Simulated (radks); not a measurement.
Valence configurations of Te IV (all share [Kr]). All-electron calculation, scalar-relativistic Kohn-Sham, PBE, spin-polarised, spherical densities, finite nucleus; open shells are filled with parallel spins first (spin-orbit coupling, left out, can overturn this in heavy ions); Fermi nuclear charge, rms radius 4.7423 fm. Program: a radial shooting solver on a logarithmic mesh with Libxc functionals. Energies are relative to 4d10 5s2 5p1; eigenvalues in eV for spin up.

4d10 5s2 5p1: E (eV) 0.000; moment (Bohr magnetons) 1; e(4d) -72.402; e(5p) -32.097; e(5s) -43.157
4d10 5s1.5 5p1.5: E (eV) 4.797; moment (Bohr magnetons) 2; e(4d) -73.111; e(5p) -32.825; e(5s) -43.960
4d10 5s1 5p2: E (eV) 9.160; moment (Bohr magnetons) 3; e(4d) -73.779; e(5p) -33.465; e(5s) -44.688
4d10 5p3: E (eV) 20.412; moment (Bohr magnetons) 3; e(4d) -75.020; e(5p) -34.112
4d9 5s2 5p2: E (eV) 42.028; moment (Bohr magnetons) 3; e(4d) -79.925; e(5p) -34.662; e(5s) -46.394
4d8 5s2 5p3: E (eV) 87.909; moment (Bohr magnetons) 5; e(4d) -87.391; e(5p) -37.014; e(5s) -49.402

NIST lists [Kr] 4d10 5s2 5p1 as the ground configuration; this level of theory agrees among the configurations tried. The energies are those of spherical high-spin densities, not of single terms.
